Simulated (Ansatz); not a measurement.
Computed with frozen-core CCSD(T)/cc-pVTZ // PBE-D3(BJ)/def2-TZVP (Ansatz, an electronic-structure program).

Ansatz 0.2 input:
```yaml
crystal:
  periodic: [false, false, false]
  atoms:
    - { symbol: N, position_ang: [-1.116588, -0.002419, 0.172306] }
    - { symbol: Ga, position_ang: [0.692547, 0.000721, 0.001614] }
    - { symbol: Cl, position_ang: [1.781998, -1.843574, -0.007793] }
    - { symbol: Cl, position_ang: [1.781151, 1.844631, -0.011379] }
    - { symbol: H, position_ang: [-1.627856, -0.846796, -0.069035] }
    - { symbol: H, position_ang: [-1.634302, 0.83778, -0.069527] }
basis:
  gaussian: { orbitals: cc-pVTZ }
correlation:
  method: ccsd_t
```

Output:

```
Functional definition: HF
1025 factors; integrals over basis functions are off by at most 1.2e-3 eV
mean field evaluation 1: about -78858.8202 eV, gradient 3.6e1 eV
mean field evaluation 2: about -78858.9166 eV, gradient 3.6e1 eV
mean field evaluation 4: about -78861.6684 eV, gradient 2.5e0 eV
mean field evaluation 8: about -78861.6989 eV, gradient 1.7e-1 eV
mean field evaluation 16: about -78860.6388 eV, gradient 2.2e1 eV
mean field -78861.69911253 eV, -2898.1139880061 hartree, gradient 2.2e-6 eV, S^2 0.000000; 0 other end points of the search recorded, 0 dependent functions left out
20 core orbitals not correlated
reference -78861.69911253 eV, -2898.1139880061 hartree; 17, 17 occupied and 132, 132 virtual orbitals, 1025 factors
second order -20.16485329 eV of doubles, -0.00000000 eV of singles
cycle   1  -20.57161015 eV  change   -4.1e-1 eV  update   9.6e-2
cycle   2  -21.05898248 eV  change   -4.9e-1 eV  update   2.7e-2
cycle   3  -21.14937751 eV  change   -9.0e-2 eV  update   1.4e-2
cycle   4  -21.13947229 eV  change    9.9e-3 eV  update   3.6e-3
cycle   5  -21.13853105 eV  change    9.4e-4 eV  update   1.9e-3
cycle   6  -21.13880703 eV  change   -2.8e-4 eV  update   6.0e-4
cycle   7  -21.13864164 eV  change    1.7e-4 eV  update   2.5e-4
cycle   8  -21.13870200 eV  change   -6.0e-5 eV  update   7.3e-5
cycle   9  -21.13871679 eV  change   -1.5e-5 eV  update   2.6e-5
perturbative correction -0.93618678 eV, -0.0344042295 hartree
Total energy: -78883.77401610 eV, -2898.9252257492 hartree
```

Cost: about 90 core-seconds (a rough figure).
